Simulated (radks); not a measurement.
Species: Zr I. Configuration: [Kr] 4d2 5s2.

Calculated with a radial shooting solver on a logarithmic mesh with Libxc functionals: scalar-relativistic Kohn-Sham, LDA (Slater exchange, Perdew-Wang correlation), spin-polarised, spherical densities, finite nucleus; open shells are filled with parallel spins first (spin-orbit coupling, left out, can overturn this in heavy ions); Fermi nuclear charge, rms radius 4.2694 fm.

Energy parts (hartree):
| part | energy |
|---|---|
| total | -3594.57499 |
| kinetic | 3694.78419 |
| electron-nucleus | -8659.33475 |
| Hartree | 1479.90946 |
| exchange-correlation | -109.93389 |

Orbitals (lengths in bohr, moments of r in powers of bohr):
orbital  occ.  eigenvalue (hartree)   <1/r>
1s down     1             -654.0824   41.20
1s up       1             -654.0823   41.20
2s up       1             -90.64828   9.237
2s down     1             -90.64311   9.237
2p up       3             -80.90204   9.008
2p down     3             -80.89808   9.008
3s up       1             -14.82967   3.135
3s down     1             -14.82588   3.135
3p up       3             -11.65512   2.979
3p down     3             -11.65100   2.979
3d up       5              -6.42666   2.739
3d down     5              -6.42103   2.740
4s up       1              -2.01468   1.118
4s down     1              -1.98232   1.123
4p up       3              -1.20793  0.9774
4p down     3              -1.17136  0.9822
5s up       1              -0.17783  0.3532
5s down     1              -0.15566  0.3371
4d up       2              -0.15236  0.6017
4d down     0              -0.11443  0.5863

The highest occupied level is 4d up at -4.146 eV. The density falls to 0.001 e/bohr^3 at r = 5.06 bohr. Summed over all electrons, <r^2> = 65.21 bohr^2, which gives a Langevin (diamagnetic) susceptibility term of -51.7 x 10^-6 cm^3/mol. The spin density at the nucleus is 0.078 e/bohr^3 (1s -0.008, 2s -0.193, 3s 0.050, 4s -0.959, 5s 1.188). Spin moment in Bohr magnetons: 2. For comparison, the ionisation energy in NIST's Atomic Spectra Database is 6.634 eV (measured). In exact Kohn-Sham theory the highest level is minus the ionisation energy, but local and semilocal functionals leave it too shallow, through self-interaction and a potential that decays too fast; potentials with the right tail come closer. The electron density at the nucleus is 7.576e+04 e/bohr^3 (large components only).
